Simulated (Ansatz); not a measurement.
`CC(C)(C)O[Si](Cl)(Cl)Cl`, charge 0, multiplicity 1.

Task: Give a relaxed structure at PBE0-D4/def2-TZVP (the Gaussian-basis code of Ansatz). (Estimate.)

Result: Computed: 
Cartesian coordinates in Å:
```
C -1.058 0.421 0.959
C 0.304 0.119 0.360
C 1.187 -0.603 1.360
C 0.975 1.382 -0.150
O 0.175 -0.788 -0.756
Si -0.911 -1.082 -1.889
Cl -2.531 -2.082 -1.170
Cl -1.594 0.615 -2.790
Cl -0.009 -2.242 -3.282
H -1.708 0.920 0.236
H -1.547 -0.494 1.297
H -0.943 1.085 1.819
H 1.367 0.030 2.232
H 0.710 -1.526 1.693
H 2.148 -0.852 0.907
H 1.159 2.070 0.677
H 1.930 1.140 -0.619
H 0.346 1.888 -0.884
```
This is one stationary point; other conformers may exist.
